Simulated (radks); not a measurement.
Question: The barium ion Ba+, [Xe] 6s1. Calculated with a radial shooting solver on a logarithmic mesh with Libxc functionals: non-relativistic Kohn-Sham, exchange-only LDA, spin-polarised, spherical densities, point nucleus. Every spin shell is full or empty, so the densities are truly spherical. Functionals are evaluated on that one density, not self-consistently. Rank these orbital-free kinetic functionals by their error against the exact value of the orbitals, and give that value: Thomas-Fermi, von Weizsacker, TF + vW, TF + vW/9, TF + vW/5, LC94, revAPBEK, Perdew 92, Thakkar, Pearson, LKT, PG1, Ernzerhof.

Answer: Exact: 7874.58 hartree. From best to worst, with 100 (|E| - |E exact|)/|E exact| (equal figures are ties): LC94 +0.03, revAPBEK +0.24, Ernzerhof -0.45, Thakkar -0.65, Perdew 92 -0.70, TF + vW/9 -0.71, Pearson -0.92, TF + vW/5 +2.85, Thomas-Fermi -5.16, PG1 +14.35, LKT +18.32, TF + vW +34.86, von Weizsacker -59.98.
